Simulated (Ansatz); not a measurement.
Program: Ansatz. Geometries: PBE0-D4/def2-TZVP. ΔE: electronic, gas phase. CBS: MP2 limit from def2 TZ/QZ plus the TZ coupled-cluster correction, frozen cores. This one scheme is used for every species. DFT in def2-TZVPP. B3LYP here is the variant with VWN-RPA as its local correlation; programs differ in this. HSE06 is defined as in plane-wave codes. Each species was taken in one conformer, which may not be the lowest.

`C=C(C)B(F)Cl` + CH₃OH → `COB(F)Cl` + `C=CC`  (ligand exchange at a B–C bond)

(1) Is it downhill or uphill in electronic energy at CCSD(T)/CBS, and by how much? (Estimate.)

(2) What do these levels give: B3LYP-D4, HSE06-D4, BHLYP-D4, ωB97X-V, ωB97M-V, B2PLYP, PBE, MP2/def2-SVP, CCSD(T)/def2-SVP, HF/def2-TZVPP, MP2/def2-TZVPP, CCSD(T)/def2-TZVPP? (Best estimate.)

(3) What do rigid-rotor, harmonic-oscillator terms from PBE0-D4/def2-TZVP frequencies (298.15 K, 1 bar) make of the CCSD(T)/CBS value? (Best estimate.)

Largest T1 diagnostic among the species: 0.012.

## Answers

(1) Ansatz gave: Downhill: ΔE = -112.8 kJ/mol.

(2) Ansatz gave: B3LYP-D4 -116.6, HSE06-D4 -111.3, BHLYP-D4 -120.2, ωB97X-V -114.7, ωB97M-V -115.5, B2PLYP -118.6, PBE -111.4, MP2/def2-SVP -127.2, CCSD(T)/def2-SVP -127.4, HF/def2-TZVPP -128.4, MP2/def2-TZVPP -112.6, CCSD(T)/def2-TZVPP -114.0 kJ/mol.

(3) Computed: ΔZPE = +1.5 kJ/mol, ΔH = -112.1 kJ/mol, ΔS = 14 J/(mol·K), ΔG = -116.2 kJ/mol. Modes under 50 cm⁻¹ make the entropy rough.

From BLYP to BHLYP (50 % exact exchange), in def2-TZVPP and without D4, ΔE moves by −4.6 kJ/mol. Leaving LDA and LC-ωPBE aside and taking each functional with its dispersion term where it has one, the values, not all of them listed here, spread over 15.1 kJ/mol, from CAM-B3LYP-D4 to revPBE-D4. LDA lies −4.7 kJ/mol from PBE without D4. At CCSD(T), def2-SVP lies −14.6 kJ/mol from the extrapolated value and def2-TZVPP −1.3 kJ/mol.
